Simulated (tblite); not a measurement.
Compound: C₇H₁₅BN₂.
Numbering: `[BH3-:1][NH2+:2][CH2:3][C@@:4]1([C:5]#[N:6])[CH2:7][CH2:8][C@H:9]1[CH3:10]` (hydrogens: H11, H12, H13 on B1; H14, H15 on N2; H16, H17 on C3; H18, H19 on C7; H20, H21 on C8; H22 on C9; H23, H24, H25 on C10)
Bond orders are those of one Lewis drawing.

Computed with GFN2-xTB (tblite), gas phase: L-BFGS steps from a force-field or distance-geometry start until the largest atomic force falls under 0.01 eV/Å.

At the end of the run (lengths in Å): B1–N2 1.649, C3–C4 1.533, C4–C9 1.563, N2–H14 1.016, C7–H18 1.089, C10–H25 1.087, C3–H16 1.092, C3–C4–C5 109.1°, B1–N2–C3 113.4°, C8–C9–C10 115.8°, N2–C3–C4 112.4°, B1–N2–C3–C4 -174°, N2–C3–C4–C5 -55°, C3–C4–C7–C8 120°, H22–C9–C10–H23 58°, H20–C8–C9–C10 121°.

Task: These geometries were met on the way; a selection of coordinates is given. Order them by energy above the end point, lowest first.
A. B1–N2 1.640, C3–C4 1.531, C4–C9 1.567, N2–H14 1.019, C7–H18 1.091, C10–H25 1.086, C3–H16 1.093, C3–C4–C5 111.5°, B1–N2–C3 111.9°, C8–C9–C10 114.6°, N2–C3–C4 111.9°, B1–N2–C3–C4 -176°, N2–C3–C4–C5 -56°, C3–C4–C7–C8 119°, H22–C9–C10–H23 53°, H20–C8–C9–C10 124°
B. B1–N2 1.649, C3–C4 1.527, C4–C9 1.561, N2–H14 1.018, C7–H18 1.089, C10–H25 1.086, C3–H16 1.091, C3–C4–C5 110.9°, B1–N2–C3 112.6°, C8–C9–C10 114.8°, N2–C3–C4 112.6°, B1–N2–C3–C4 -175°, N2–C3–C4–C5 -56°, C3–C4–C7–C8 119°, H22–C9–C10–H23 54°, H20–C8–C9–C10 123°
C. B1–N2 1.558, C3–C4 1.568, C4–C9 1.545, N2–H14 1.049, C7–H18 1.119, C10–H25 1.117, C3–H16 1.121, C3–C4–C5 112.4°, B1–N2–C3 110.8°, C8–C9–C10 113.1°, N2–C3–C4 111.4°, B1–N2–C3–C4 -176°, N2–C3–C4–C5 -55°, C3–C4–C7–C8 119°, H22–C9–C10–H23 51°, H20–C8–C9–C10 125°
D. B1–N2 1.640, C3–C4 1.527, C4–C9 1.597, N2–H14 1.001, C7–H18 1.076, C10–H25 1.075, C3–H16 1.085, C3–C4–C5 113.1°, B1–N2–C3 110.2°, C8–C9–C10 114.1°, N2–C3–C4 110.1°, B1–N2–C3–C4 -176°, N2–C3–C4–C5 -57°, C3–C4–C7–C8 118°, H22–C9–C10–H23 53°, H20–C8–C9–C10 126°
E. B1–N2 1.633, C3–C4 1.533, C4–C9 1.575, N2–H14 1.021, C7–H18 1.091, C10–H25 1.086, C3–H16 1.095, C3–C4–C5 112.2°, B1–N2–C3 111.3°, C8–C9–C10 114.4°, N2–C3–C4 111.3°, B1–N2–C3–C4 -176°, N2–C3–C4–C5 -56°, C3–C4–C7–C8 119°, H22–C9–C10–H23 53°, H20–C8–C9–C10 125°

Result: B (0.024 eV), A (0.041 eV), E (0.069 eV), D (0.144 eV), C (0.378 eV).

| step | E above end (eV) | rms distance from the end, all atoms (Å) | largest force (eV/Å) | rms shift of all bonds from the end (Å) |
| --- | --- | --- | --- | --- |
| 5 | 0.024 | 0.050 | 0.444 | 0.003 |
| 4 | 0.041 | 0.052 | 0.293 | 0.004 |
| 3 | 0.069 | 0.055 | 1.023 | 0.006 |
| 2 | 0.144 | 0.056 | 1.739 | 0.013 |
| 0 | 0.378 | 0.065 | 2.690 | 0.028 |

Rows stand in the order of the answer.
